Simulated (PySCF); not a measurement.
Spin-rotation constants: `C=CC1(Cl)CCC1`, C6H9Cl

Geometry:
```
atom   x (Å)   y (Å)   z (Å)
  C1   2.460   0.567   0.791
  C2   1.222   0.632   0.341
  C3   0.165  -0.414   0.455
 Cl4   0.754  -1.854   1.326
  C5  -1.179   0.128   0.987
  C6  -1.741   0.088  -0.442
  C7  -0.525  -0.740  -0.886
  H8   2.836  -0.297   1.312
  H9   3.148   1.384   0.655
 H10   0.874   1.515  -0.180
 H11  -1.668  -0.575   1.656
 H12  -1.126   1.103   1.467
 H13  -1.780   1.069  -0.911
 H14  -2.707  -0.397  -0.554
 H15   0.005  -0.399  -1.774
 H16  -0.745  -1.800  -0.987
```

The calculation used PySCF, GIAO wB97X-D/pcSseg-1 magnetisability, rotational g tensor and spin-rotation constants, non-relativistic, gas phase. Geometry: GFN2-xTB.

Problem. Give the nuclear spin-rotation constants along the inertial axes (H = +C I·J) beside the isotropic shieldings.

Solution. Rotational constants 2.9840, 1.9672, 1.4588 GHz. A star marks the isotopologue with that one atom substituted, in its own axes.
```
atom  isotope  Caa (kHz)  Cbb (kHz)  Ccc (kHz)  mean (kHz)  σ (ppm)
 Cl4     35Cl      0.704      0.400      0.437       0.514    731.3
  H8       1H     -0.041      0.027     -0.170      -0.061     25.9
  H9       1H     -0.217      0.122     -0.169      -0.088     26.4
 H10       1H     -0.102      0.081     -0.175      -0.066     25.5
 H11       1H     -0.340      0.035     -0.114      -0.140     29.1
 H12       1H     -0.336     -0.089     -0.035      -0.153     29.5
 H13       1H     -0.260      0.024     -0.168      -0.135     30.0
 H14       1H     -0.051     -0.117     -0.159      -0.109     29.8
 H15       1H     -0.336     -0.088     -0.035      -0.153     29.5
 H16       1H     -0.341      0.035     -0.113      -0.140     29.1
  C1     13C*      0.911      0.905      0.177       0.665     66.2
  C2     13C*      1.030      1.018      0.228       0.759     38.7
  C3     13C*      0.723      0.379      0.330       0.477    116.7
  C5     13C*      0.431      0.356      0.296       0.361    146.0
  C6     13C*      0.474      0.252      0.167       0.297    173.5
```
For the geometry as given, no vibrational averaging.

Problem. How do the rotational constants and the g tensor change when H8, H9, H10, H11, H12, H13, H14, H15, H16 are replaced by deuterium?

Solution. Constants 2.5610, 1.6605, 1.2688 GHz; g -0.0141, -0.0179, -0.0006, against -0.0155, -0.0217, -0.0006 before.
